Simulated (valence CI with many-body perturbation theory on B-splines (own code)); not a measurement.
## Level structure of Os XLVI

Level of theory: valence CI with perturbative core correlation (CI+MBPT): three valence electrons over a frozen Dirac-Fock core [Ar] 3d10, radial functions for each j: 11 s, 11 p, 10 d, 8 f, 5 g, 2 h, with the one-electron correlation potential Σ1 (screened to all orders), the two-electron term Σ2, the three-electron term Σ3, Breit, model QED; selected single and double excitations, second order for the rest, scaled by the run's own slope (own B-spline code, finite nucleus).

No measured spectrum was set against this ion. As an estimate, large intervals hold to a few tenths of a per cent, small ones and those within an open d or f shell to about a per cent.

Levels 136 to 180 of 184, with energies above the lowest level, (4s^2 4p1/2) J=1/2. "Leading %" is the weight of the configuration and term that name the level; weights of strongly mixed levels are sums over their largest components and can fall short. In the jj column 3d3/2^4 stands for four electrons in 3d with j = 3/2. Lifetimes count E1, E2, E3, M1 and M2 decay at the calculated energies, and are blank where another channel may lead or the interval is too uncertain; long ones can be off by a factor of two.

```csv
No.,Configuration,Term,J,E (× 10³ cm⁻¹),Leading %,Lifetime,Leading jj
136,4p2 4f,2P°,1/2,6469.5,57,1.29 ps,4p1/2 4p3/2 4f5/2 (95 %)
137,4p2 4f,2F°,7/2,6476.8,26,924 fs,4p1/2 4p3/2 4f5/2 (33 %)
138,4p2 4f,2P°,3/2,6482.9,29,1.45 ps,4p1/2 4d5/2^2 (45 %)
139,4p2 4f,2D°,5/2,6491.0,25,1.49 ps,4p1/2 4d5/2^2 (46 %)
140,4p2 4f,2F°,5/2,6576.7,35,1.29 ps,4p1/2 4p3/2 4f7/2 (52 %)
141,4p2 4f,2G°,9/2,6576.9,29,1.20 ps,4p1/2 4d5/2^2 (38 %)
142,4p2 4f,2P°,3/2,6585.8,23,1.18 ps,4p1/2 4p3/2 4f7/2 (51 %)
143,4p 4d2,2P°,1/2,6604.8,72,1.40 ps,4p1/2 4d5/2^2 (94 %)
144,4p 4d2,2F°,7/2,6606.6,19,797 fs,4p1/2 4d5/2^2 (33 %)
145,4s 4d 4f,4H°,7/2,6794.0,85,1.01 ps,4s 4d3/2 4f5/2 (98 %)
146,4s 4d 4f,4H°,9/2,6828.0,62,937 fs,4s 4d3/2 4f5/2 (84 %)
147,4s 4d 4f,4F°,3/2,6833.8,69,726 fs,4s 4d3/2 4f5/2 (91 %)
148,4s 4d 4f,4F°,5/2,6835.3,42,727 fs,4s 4d3/2 4f5/2 (84 %)
149,4s 4d 4f,2G°,7/2,6861.8,33,708 fs,4s 4d3/2 4f5/2 (59 %)
150,4s 4d 4f,4F°,7/2,6881.9,44,831 fs,4s 4d3/2 4f7/2 (89 %)
151,4s 4d 4f,4F°,9/2,6887.2,30,860 fs,4s 4d3/2 4f7/2 (87 %)
152,4s 4d 4f,4G°,5/2,6904.7,69,594 fs,4s 4d3/2 4f5/2 (92 %)
153,4s 4d 4f,4H°,11/2,6907.7,77,1.12 ps,4s 4d3/2 4f7/2 (75 %)
154,4s 4d 4f,4F°,5/2,6917.2,28,776 fs,4s 4d3/2 4f7/2 (83 %)
155,4s 4d 4f,2P°,3/2,6926.0,23,705 fs,4s 4d3/2 4f5/2 (78 %)
156,4s 4d 4f,4D°,7/2,6936.3,25,707 fs,4s 4d3/2 4f7/2 (70 %)
157,4s 4d 4f,2H°,9/2,6939.2,51,1.00 ps,4s 4d3/2 4f7/2 (70 %)
158,4s 4d 4f,4D°,1/2,6950.8,60,636 fs,4s 4d3/2 4f5/2 (81 %)
159,4s 4d 4f,4P°,5/2,6957.9,36,685 fs,4s 4d3/2 4f7/2 (81 %)
160,4s 4d 4f,2D°,3/2,6972.3,32,669 fs,4s 4d3/2 4f7/2 (77 %)
161,4p 4d2,2D°,3/2,7011.2,31,383 fs,4p3/2 4d3/2^2 (90 %)
162,4s 4d 4f,4G°,9/2,7016.8,30,1.43 ps,4s 4d5/2 4f5/2 (70 %)
163,4s 4d 4f,4H°,13/2,7034.8,100,2.83 ps,4s 4d5/2 4f7/2 (100 %)
164,4s 4d 4f,4G°,7/2,7038.0,34,1.12 ps,4s 4d5/2 4f5/2 (77 %)
165,4s 4d 4f,2D°,5/2,7040.7,26,905 fs,4s 4d5/2 4f5/2 (59 %)
166,4s 4d 4f,4G°,11/2,7045.3,40,1.70 ps,4s 4d5/2 4f5/2 (49 %)
167,4p 4d2,4D°,1/2,7048.2,68,373 fs,4p3/2 4d3/2^2 (87 %)
168,4s 4d 4f,2G°,7/2,7056.2,28,1.02 ps,4s 4d5/2 4f5/2 (54 %)
169,4s 4d 4f,4F°,9/2,7064.7,57,1.56 ps,4s 4d5/2 4f7/2 (90 %)
170,4s 4d 4f,2F°,5/2,7070.1,24,584 fs,4p3/2 4d3/2^2 (40 %)
171,4s 4d 4f,4D°,3/2,7079.2,42,972 fs,4s 4d5/2 4f5/2 (77 %)
172,4s 4d 4f,2H°,11/2,7087.2,57,2.39 ps,4s 4d5/2 4f7/2 (76 %)
173,4s 4d 4f,2F°,7/2,7090.9,42,1.35 ps,4s 4d5/2 4f7/2 (66 %)
174,4s 4d 4f,4D°,5/2,7091.6,19,734 fs,4s 4d5/2 4f5/2 (50 %)
175,4s 4d 4f,4P°,1/2,7091.9,78,1.24 ps,4s 4d5/2 4f5/2 (90 %)
176,4s 4d 4f,4P°,3/2,7095.6,31,1.26 ps,4s 4d5/2 4f5/2 (64 %)
177,4p 4d2,4F°,7/2,7122.3,31,459 fs,4p3/2 4d3/2^2 (34 %)
178,4s 4d 4f,2D°,5/2,7131.0,37,1.47 ps,4s 4d5/2 4f7/2 (71 %)
179,4s 4d 4f,2P°,1/2,7131.1,63,1.30 ps,4s 4d5/2 4f5/2 (66 %)
180,4s 4d 4f,2G°,9/2,7137.1,36,947 fs,4s 4d5/2 4f5/2 (35 %)
```

Where two levels of one J and parity lie close, their mixing, g and order are uncertain.
